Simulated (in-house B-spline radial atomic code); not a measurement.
Radial electron density of Mg5+, [He] 2s2 2p3. Computed with an all-electron radial atomic-structure program (B-spline basis): non-relativistic PBEsol, spin-polarised, spherical fractional occupations, point nucleus.

Columns: r (bohr), 4πr²n(r) (electrons per bohr), bar.

```
 0.00487   0.2934 #
 0.00568   0.3914 #
 0.00662   0.5198 ##
 0.00771   0.6868 ##
 0.00899   0.9056 ###
  0.0105    1.191 ####
  0.0122    1.544 #####
  0.0142    1.994 #######
  0.0166    2.572 #########
  0.0193    3.259 ###########
  0.0225    4.103 ##############
  0.0263    5.118 #################
  0.0306    6.252 #####################
  0.0357    7.534 #########################
  0.0416    8.888 #############################
  0.0485    10.25 ##################################
  0.0565    11.51 ######################################
  0.0658    12.53 #########################################
  0.0767    13.18 ############################################
  0.0895    13.31 ############################################
   0.104    12.87 ###########################################
   0.122     11.8 #######################################
   0.142    10.35 ##################################
   0.165    8.766 #############################
   0.192    7.336 ########################
   0.224    6.383 #####################
   0.261    6.128 ####################
   0.305    6.546 ######################
   0.355    7.338 ########################
   0.414    8.083 ###########################
   0.482    8.326 ############################
   0.562    7.801 ##########################
   0.655    6.527 ######################
   0.764    4.793 ################
    0.89    3.053 ##########
    1.04    1.629 #####
    1.21   0.7366 ##
    1.41   0.2683 #
    1.64  0.07807 
    1.92  0.01607 
    2.23 0.002599
```

On this grid the curve has 2 maxima, near 0.0895, 0.482 bohr.

The 2s up radial function P(r) = rR(r), positive near the nucleus:

```json
{"r (bohr)": "0.00167", "P": "0.03733"}
{"r (bohr)": "0.00226", "P": "0.05016"}
{"r (bohr)": "0.00308", "P": "0.06768"}
{"r (bohr)": "0.00418", "P": "0.09064"}
{"r (bohr)": "0.00568", "P": "0.1209"}
{"r (bohr)": "0.00771", "P": "0.1601"}
{"r (bohr)": "0.0105", "P": "0.2107"}
{"r (bohr)": "0.0142", "P": "0.2722"}
{"r (bohr)": "0.0193", "P": "0.3472"}
{"r (bohr)": "0.0263", "P": "0.4328"}
{"r (bohr)": "0.0357", "P": "0.5197"}
{"r (bohr)": "0.0485", "P": "0.5938"}
{"r (bohr)": "0.0658", "P": "0.6286"}
{"r (bohr)": "0.0895", "P": "0.5861"}
{"r (bohr)": "0.122", "P": "0.4202"}
{"r (bohr)": "0.165", "P": "0.1089"}
{"r (bohr)": "0.224", "P": "-0.3442"}
{"r (bohr)": "0.305", "P": "-0.8513"}
{"r (bohr)": "0.414", "P": "-1.232"}
{"r (bohr)": "0.562", "P": "-1.314"}
{"r (bohr)": "0.764", "P": "-1.05"}
{"r (bohr)": "1.04", "P": "-0.6009"}
{"r (bohr)": "1.41", "P": "-0.2312"}
{"r (bohr)": "1.92", "P": "-0.05151"}
```
